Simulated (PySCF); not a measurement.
C4H10N, SMILES C([CH2])N(C)C, multiplicity 2. Coordinates come from a PBE-D3(BJ)/def2-SVP optimisation. The isomer is the one that the SMILES or the coordinates give; other isomers of the formula were not compared. One conformer was computed; it need not be the lowest.

The numbers are results of PySCF 2.14.0 with PBE-D3(BJ)/def2-SVP, not measurements.

Harmonic wavenumbers (cm⁻¹): 139, 225, 240, 255, 283, 346, 404, 466, 510, 776, 868, 981, 1036, 1050, 1076, 1094, 1126, 1156, 1264, 1273, 1323, 1369, 1379, 1380, 1396, 1399, 1421, 1426, 1437, 2785, 2821, 2835, 2866, 2995, 3001, 3051, 3059, 3081, 3201. Rotational constants (GHz): 8.169, 3.765, 2.867; symmetry number 1.

Task: Work out the zero-point energy and the ideal-gas rigid-rotor harmonic-oscillator thermochemistry at 298.15 K and 1 atm.

Result: ZPE = ½ Σ hcν = ½ × 56790 cm⁻¹ = 81.19 kcal/mol. H − E(el) = 86.18 kcal/mol. Entropy in cal/(mol K): translation 38.74, rotation 25.70, vibration 14.39, spin 1.38, total 80.22. G − E(el) = 62.27 kcal/mol. Cp = 27.20 cal/(mol K). Modes under 150 cm⁻¹ make the vibrational entropy uncertain.
